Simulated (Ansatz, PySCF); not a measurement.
Gas-phase reaction (SMILES): C[SiH2]O[SiH2]C + O (H2O) + 2 [SiH4] (SiH4) → 2 C[SiH3] [methylsilane] + 2 O[SiH3] [hydroxysilane]; bond separation energy.

Geometries: B3LYP-D3(BJ)/def2-TZVP minima from Ansatz (a first-principles code), one conformer each, not searched for the lowest. Cores are frozen in the correlated levels unless marked. Spin-orbit coupling is left out. No relativistic terms. CBS(X,Y): correlation extrapolated as X^-3; Hartree-Fock from the larger set. The bracket is a focal-point correction in the basis named. Thermal terms are rigid-rotor harmonic-oscillator values from B3LYP-D3(BJ) frequencies (PySCF) at 298.15 K and 1 atm. 1 Eh = 627.5095 kcal/mol.

```csv
species,"E, RI-MP2/CBS(cc-pV(T+d)Z,cc-pV(Q+d)Z)+[CCSD(T)-MP2]/cc-pV(T+d)Z (Ansatz) (Eh)","E, B3LYP-D3(BJ)/def2-TZVPD (Ansatz + dftd3) (Eh)",H - E (Eh)
C[SiH2]O[SiH2]C,-735.56233,-736.70638,0.12272
C[SiH3],-330.73641,-331.26788,0.06602
O (H2O),-76.37659,-76.46738,0.02495
O[SiH3],-366.68646,-367.23056,0.04319
[SiH4] (SiH4),-291.46100,-291.91976,0.03520
```

Task: Work out ΔE and ΔH at 298.15 K at the first level, then ΔH at the second.

Result: 
1. ΔE = [2×(-330.73641) + 2×(-366.68646)] - [(-735.56233) + (-76.37659) + 2×(-291.46100)] = 0.01518 Eh = 9.5 kcal/mol at RI-MP2/CBS(cc-pV(T+d)Z,cc-pV(Q+d)Z)+[CCSD(T)-MP2]/cc-pV(T+d)Z.
2. The terms H - E add up to 0.00035 Eh, so ΔH = (0.01518 + (0.00035))×627.5095 = 9.7 kcal/mol.
3. At B3LYP-D3(BJ)/def2-TZVPD the same steps give ΔE = 10.3 and ΔH = 10.5 kcal/mol, a shift of +0.8 from the first level.
4. These values are not checked against measurement here, since the tables used lack a sound gas-phase enthalpy of formation for at least one species.
